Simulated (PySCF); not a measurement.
Worked example: chemical shift, span and skew from a shielding tensor

[(E)-but-2-enyl]silane (C4H10Si), SMILES C/C=C/C[SiH3]. Atoms are numbered in the order given.

```xyz
15

C      2.8719    -0.7160     0.1285
C      1.6145     0.0238     0.4526
C      0.3868    -0.5185     0.4916
C     -0.8828     0.2235     0.7734
Si    -1.9159     0.4736    -0.7976
H      3.5994    -0.6561     0.9571
H      2.6752    -1.7795    -0.0768
H      3.3754    -0.2856    -0.7550
H      1.7192     1.0962     0.6759
H      0.2820    -1.5899     0.2632
H     -0.6735     1.2163     1.2089
H     -1.5100    -0.3226     1.5020
H     -2.1791    -0.8447    -1.4522
H     -1.1794     1.3459    -1.7611
H     -3.2292     1.1125    -0.4713
```

The structure is a stationary point at r2SCAN-D4/def2-SVP. The values are those of a single conformer.

GIAO shieldings from PySCF with PBE/pcSseg-1, non-relativistic, no solvent. The symmetric part of the tensor of C2 has the principal values -59.0, 61.8, 138.9 ppm. The same nucleus in TMS has σ = 182.0 ppm at this level (PySCF, at its B3LYP-D3(BJ)/def2-TZVP geometry).

Q: Work out the isotropic shielding, the ¹³C shift against TMS, the span and the skew.

A: 
σ(iso) = (σ11 + σ22 + σ33)/3 = 47.2 ppm. δ = σ(ref) − σ(iso) = 182.0 − (47.2) = 134.8 ppm.
Span Ω = σ33 − σ11 = 197.9 ppm. Skew κ = 3(σ(iso) − σ22)/Ω = -0.22. Tumbling in solution averages the tensor to δ; in a static solid the shielding alone would spread this spin-1/2 line over Ω.
